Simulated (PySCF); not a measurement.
C4H4O2, SMILES Oc1ccco1. Heavy atoms are numbered as in [OH:1][c:2]1[cH:3][cH:4][cH:5][o:6]1. Hydrogens are named by the atom that carries them.

Coordinates come from a PBE0-D3(BJ)/def2-SVP optimisation. The values are those of a single conformer.

These are KT2/pcSseg-1 run with PySCF values and carry that method's errors.

GIAO shieldings, no solvent; atoms alike by connectivity are averaged. δ = σ(ref) − σ: ¹⁷O against H2O (σ = 330.4 ppm); ¹³C against TMS (σ = 185.1 ppm); ¹H against TMS (σ = 31.47 ppm), references at their B3LYP-D3(BJ)/def2-TZVP geometries, non-relativistic.

Computed chemical shifts:
```json
[
 {"nucleus": "¹⁷O", "atoms": "O6", "count": "1", "δ (ppm)": "272.6"},
 {"nucleus": "¹⁷O", "atoms": "O1 (OH)", "count": "1", "δ (ppm)": "112.8"},
 {"nucleus": "¹³C", "atoms": "C2", "count": "1", "δ (ppm)": "157.1"},
 {"nucleus": "¹³C", "atoms": "C5 (CH)", "count": "1", "δ (ppm)": "127.6"},
 {"nucleus": "¹³C", "atoms": "C4 (CH)", "count": "1", "δ (ppm)": "109.3"},
 {"nucleus": "¹³C", "atoms": "C3 (CH)", "count": "1", "δ (ppm)": "77.3"},
 {"nucleus": "¹H", "atoms": "H on C5", "count": "1", "δ (ppm)": "6.99"},
 {"nucleus": "¹H", "atoms": "H on C4", "count": "1", "δ (ppm)": "6.40"},
 {"nucleus": "¹H", "atoms": "H on C3", "count": "1", "δ (ppm)": "5.21"},
 {"nucleus": "¹H", "atoms": "H on O1", "count": "1", "δ (ppm)": "4.17"}
]
```
